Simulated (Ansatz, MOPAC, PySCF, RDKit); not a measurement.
Noncovalent pair: N2 (SMILES N#N) (first 2 atoms) with C2H6O (SMILES CCO); geometry from B3LYP-D3(BJ)/def2-TZVP, rigid monomers moved along the line of their centres of mass till N2···H11 is 2.20 Å.
(charge 0, multiplicity 1):
```xyz
11

N      1.14415     0.98750    -0.19306
N      0.77129     0.24647     0.51469
C     -1.28330     0.53416     3.49744
C      0.17162     0.17142     3.74612
O      0.52280    -1.09975     3.21111
H     -1.52856     1.49148     3.96386
H     -1.94336    -0.23147     3.90782
H     -1.48752     0.62204     2.42714
H      0.83090     0.95339     3.34738
H      0.36715     0.09979     4.81706
H      0.42195    -1.06083     2.25393
```

Interaction energies are E(AB) − E(A) − E(B) at the monomers' geometry in the complex; basis-set methods are counterpoise corrected. Rows marked so take none. RDKit's UFF carries no charges.

Cores are frozen in the correlated methods. Rows in 6-31G* carry no dispersion term and start afresh at each structure (6-31G* with six Cartesian d functions). The state that PM7 reach isn't checked; PM7 holds dispersion and hydrogen-bond terms.

Programs: Ansatz (Gaussian basis) for Hartree–Fock, density functionals and correlated methods; MOPAC for PM7 (differences of heats of formation); PySCF for 6-31G* rows, the dispersion terms; RDKit for the force fields. Values without a source in brackets are computed.

```csv
level,interaction energy (kcal/mol)
UFF,4.38
PM7,-2.09
HF/6-31G*,1.29
BP86/6-31G* (no counterpoise),-0.30
r2SCAN-D4/def2-TZVPPD,-0.76
B3LYP/6-31G*,0.44
B3LYP/def2-TZVPPD,0.52
B3LYP-D3(BJ)/def2-TZVPPD,-1.01
CCSD(T)/aug-cc-pVDZ,?
```

Problem. Fill in the missing entries.

Solution. 
- CCSD(T)/aug-cc-pVDZ, interaction energy (kcal/mol): -0.55

Ansatz is a quantum-chemistry and plane-wave program.
